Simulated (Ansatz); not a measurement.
C3H11MoN3O, SMILES `C[N]=[Mo]([NH2])(=[N]C)[O]C`. The species carries charge 0 and has multiplicity 1. Mo: def2 effective core potential. All single points use the PBE0-D4/def2-TZVP geometry. It is one conformer, not always the lowest.

```xyz
19

C    -1.218    1.605    2.261
N    -1.062    1.043    0.970
Mo   -0.374    0.263   -0.414
N    -0.385    1.545   -1.887
N     1.284   -0.169   -0.150
C     2.529   -0.296    0.517
O    -1.379   -1.308   -0.759
C    -0.978   -2.496   -1.379
H    -1.518    2.656    2.186
H    -0.290    1.559    2.842
H    -1.999    1.075    2.820
H    -1.000    2.344   -1.919
H     0.393    1.666   -2.516
H     2.813   -1.351    0.606
H     2.500    0.136    1.524
H     3.318    0.212   -0.049
H    -1.126   -2.437   -2.464
H    -1.584   -3.325   -0.997
H     0.078   -2.720   -1.188
```

**Question.** What is the dipole moment at r2SCAN/def2-TZVPP? (An estimate is asked.)

**Answer.** Computed: 1.79 D, with components (1.61, 0.75, 0.21) D in this frame, pointing from negative to positive charge.

**Question.** And with PBE, B3LYP, ωB97M-V? (Best estimate.)

**Answer.** The calculation gave: PBE 1.76 D, B3LYP 1.85 D, ωB97M-V 1.91 D.

**Question.** Give the Mulliken charges with r2SCAN, PBE, ωB97M-V in def2-TZVPP. (An estimate is asked.)

**Answer.** The calculation gave: 
| atom | r2SCAN | PBE | ωB97M-V |
| --- | --- | --- | --- |
| C1 | 0.00 | -0.14 | -0.20 |
| N2 | -0.64 | -0.56 | -0.58 |
| Mo3 | 1.47 | 1.26 | 1.35 |
| N4 | -0.59 | -0.53 | -0.49 |
| N5 | -0.60 | -0.52 | -0.54 |
| C6 | 0.00 | -0.14 | -0.19 |
| O7 | -0.52 | -0.45 | -0.51 |
| C8 | 0.05 | -0.10 | -0.14 |
| H9 | 0.06 | 0.10 | 0.12 |
| H10 | 0.05 | 0.09 | 0.11 |
| H11 | 0.06 | 0.10 | 0.12 |
| H12 | 0.17 | 0.17 | 0.14 |
| H13 | 0.17 | 0.17 | 0.13 |
| H14 | 0.06 | 0.10 | 0.12 |
| H15 | 0.06 | 0.10 | 0.11 |
| H16 | 0.06 | 0.10 | 0.12 |
| H17 | 0.05 | 0.09 | 0.11 |
| H18 | 0.05 | 0.09 | 0.11 |
| H19 | 0.05 | 0.09 | 0.10 |

B3LYP here is the variant with VWN-RPA as its local correlation; programs differ in this.
